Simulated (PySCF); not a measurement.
# Telling isomers of C8H6ClN apart by NMR

[PySCF 2.14: geometry from GFN2-xTB; σ from GIAO-PBE0/pcSseg-1; non-relativistic; single conformer; rapidly exchanging positions averaged; in vacuum]

Scale: TMS for ¹H and ¹³C (reference shieldings calculated alike). Where no couplings were computed, multiplicities follow the n + 1 count of equivalent neighbours, and m marks all less simple cases (inequivalent or close neighbours, rings, F or P nearby). Shifts are as computed. Against solution values, carbons near 30 ppm lie about +3 ppm off and those near 130 ppm about +5 ppm; carbons on Cl a further +6 ppm. Of 1211 compounds with measured shifts, 218 miss one by over three times the rms of a fit or turn the order of signals round; such compounds aren't used in these exercises. Carbons bonded to Cl come out too deshielded.

(1) Tabulate the signals of `C#CCc1ccncc1Cl`, `C=C=C=Cn1cccc1Cl`, `N#C[C@@]12C=C[C@@H](C1)C(Cl)=C2` and their relative energies.

(2) What is the quickest way to tell C#CCc1ccncc1Cl from N#C[C@@]12C=C[C@@H](C1)C(Cl)=C2?

(3) What is the quickest way to tell C=C=C=Cn1cccc1Cl from N#C[C@@]12C=C[C@@H](C1)C(Cl)=C2?

(4) What is the quickest way to tell C#CCc1ccncc1Cl from C=C=C=Cn1cccc1Cl?

Answers

(1) 
```tsv
SMILES	carbon types	δC	δH	E rel. (kcal/mol)
C#CCc1ccncc1Cl	3×C 4×CH 1×CH2	156.0, 153.8, 150.6, 143.4, 129.3, 84.3, 78.3, 27.0	8.93 (s, 1H), 8.76 (d, 1H), 7.28 (d, 1H), 3.63 (d, 2H), 1.52 (t, 1H)	0.0
C=C=C=Cn1cccc1Cl	3×C 4×CH 1×CH2	180.1, 156.7, 124.2, 121.7, 117.9, 115.8, 110.7, 91.7	7.21 (s, 1H), 7.12 (m, 1H), 6.53 (m, 1H), 6.34 (m, 1H), 5.30 (s, 2H)	20.9
N#C[C@@]12C=C[C@@H](C1)C(Cl)=C2	3×C 4×CH 1×CH2	168.5, 154.4, 153.5, 144.0, 125.1, 84.1, 61.1, 49.7	7.35 (m, 1H), 7.13 (d, 1H), 6.69 (s, 1H), 3.17 (m, 1H), 2.65 (m, 1H), 2.60 (m, 1H)	4.7
```

Energies are electronic energies at PBE0/pcSseg-1 on these geometries, without zero-point or thermal terms, each for the one conformer computed, which needn't be the lowest.

(2) Both give the same number of carbon signals, with the same numbers of each carbon type, so the positions decide. The first has an sp3 CH2 on an aromatic ring at 27.0 ppm, the second an sp3 CH2 in a ring at 84.1 ppm. Their most deshielded carbons lie at 156.0 and 168.5 ppm. In the proton spectra the most deshielded non-exchanging signals are 8.93 (s, 1H) and 7.35 (m, 1H).

(3) Both give the same number of carbon signals, with the same numbers of each carbon type, so the positions decide. The first has a terminal carbon of a cumulated C=C=C unit (CH) at 110.7 ppm, the second an allylic quaternary sp3 carbon (C) at 49.7 ppm. Their most deshielded carbons lie at 180.1 and 168.5 ppm.

(4) Both give the same number of carbon signals, with the same numbers of each carbon type, so the positions decide. The first has an sp3 CH2 on an aromatic ring at 27.0 ppm, the second a terminal carbon of a cumulated C=C=C unit (CH2) at 91.7 ppm. Their most deshielded carbons lie at 156.0 and 180.1 ppm. In the proton spectra the most deshielded non-exchanging signals are 8.93 (s, 1H) and 7.21 (s, 1H).
